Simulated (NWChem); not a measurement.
System: BeHCl; SMILES [BeH][Cl]

```xyz
3

Be     0.0000     0.0000    -1.3001
H      0.0000     0.0000    -2.6355
Cl     0.0000     0.0000     0.5267
```
Atoms are numbered in this order, from 1.

The geometry was optimised at PBE-D3(BJ)/def2-SVP. B3LYP is NWChem's, with the RPA form of VWN correlation.

 Unshifted, non-relativistic core excitations; the lowest 4 roots alone, so stronger bands may lie above.

Problem. List the first Cl K-edge excitations from B3LYP/def2-TZVP, restricted-window TDA (NWChem).

Solution. 
```tsv
state	energy (eV)	dipole oscillator strength	leading excitation (squared amplitude)
S1	2760.3	0.0013	1s of atom 3 or its equivalents → LUMO (0.99)
S2	2760.3	0.0013	1s of atom 3 or its equivalents → LUMO+1 (0.99)
S3	2761.2	0.0006	1s of atom 3 or its equivalents → LUMO+2 (0.95)
S4	2763.0	0.0012	1s of atom 3 or its equivalents → LUMO+3 (0.90)
```
